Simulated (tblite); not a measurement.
Isomers of C5H11F3NP. Computed with GFN2-xTB (tblite): harmonic, unscaled wavenumbers at the GFN2-xTB geometry, gas phase. Against measured fundamentals such values can be off by several per cent, at times by over 20. One conformer each.

Electronic energies: GFN2-xTB at the same geometries; isomer energies are rough at this level and their order can be wrong.

```tsv
SMILES	electronic energy, lowest = 0 (kJ/mol)
CCC[P@@](C)(=N)C(F)(F)F	32.6
CNP(C(C)C)C(F)(F)F	0.0
CN(C)CP(C)C(F)(F)F	41.1
CP(C)(=N)CCC(F)(F)F	13.4
```

**Question.** How do GFN2-xTB zero-point energies change the relative energies?

**Answer.** 
| SMILES | ZPE (kJ/mol) | of it from modes above 1550 cm⁻¹ | electronic (kJ/mol) | with ZPE, lowest = 0 (kJ/mol) | lowest mode (cm⁻¹) | rings |
| --- | --- | --- | --- | --- | --- | --- |
| CNP(C(C)C)C(F)(F)F | 419.4 | 199.5 | 0.0 | 0.0 | 28 | 0 |
| CP(C)(=N)CCC(F)(F)F | 411.3 | 199.7 | 13.4 | 5.3 | 23 | 0 |
| CCC[P@@](C)(=N)C(F)(F)F | 413.2 | 199.8 | 32.6 | 26.4 | 28 | 0 |
| CN(C)CP(C)C(F)(F)F | 416.2 | 194.5 | 41.1 | 38.0 | 34 | 0 |

The zero-point energies span 8.1 kJ/mol, from `CP(C)(=N)CCC(F)(F)F` to `CNP(C(C)C)C(F)(F)F`. The order is unchanged.

**Question.** What do entropy and thermal enthalpy add at 298.15 K and 1 bar (rigid rotor, harmonic oscillator, one conformer each)?

**Answer.** 
```
                 SMILES  point group  symmetry number  S (J/(mol K))  H − H(0) (kJ/mol)  ZPE + H − H(0) − TS (kJ/mol)
     CNP(C(C)C)C(F)(F)F           C1                1          479.1              37.28                         313.8
CCC[P@@](C)(=N)C(F)(F)F           C1                1          482.4              37.59                         307.0
     CN(C)CP(C)C(F)(F)F           C1                1          475.7              36.41                         310.8
```

Not tabulated: `CP(C)(=N)CCC(F)(F)F` (lowest mode only 23 cm⁻¹).
